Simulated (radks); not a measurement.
Values are calculated unless marked as measured or tabulated.
Question: Radial electron density D(r) = 4 pi r^2 rho(r) of an atom or ion with 2 electrons. Level of theory: non-relativistic Kohn-Sham, BLYP, spin-polarised, spherical densities, point nucleus (a radial shooting solver on a logarithmic mesh with Libxc functionals).

r (bohr)  D(r) (e/bohr)
0.02945         0.03620
0.03456         0.04883
0.04056         0.06562
0.0476          0.08782
0.05586          0.1170
0.06555          0.1549
0.07692          0.2037
0.09027          0.2658
0.1059           0.3437
0.1243           0.4397
0.1459           0.5555
0.1712           0.6919
0.2009           0.8473
0.2358            1.018
0.2767            1.196
0.3221            1.362
0.378             1.517
0.4435            1.636
0.5205            1.700
0.6108            1.694
0.7168            1.610
0.8412            1.451
0.9871            1.232
1.158            0.9787
1.359            0.7206
1.595            0.4871
1.872            0.2988
2.197            0.1641
2.578           0.07922
3.025           0.03281
3.55            0.01131

What is the nuclear charge?

Answer: Z = 2. The innermost maximum, from 1s, lies near 1/Z = 0.5 bohr (found: 0.555), and its height grows with Z. The density is that of neutral helium in [He]; the configuration itself is not fixed sharply by these data. D(r) has 1 maximum, at r = 0.555 bohr.
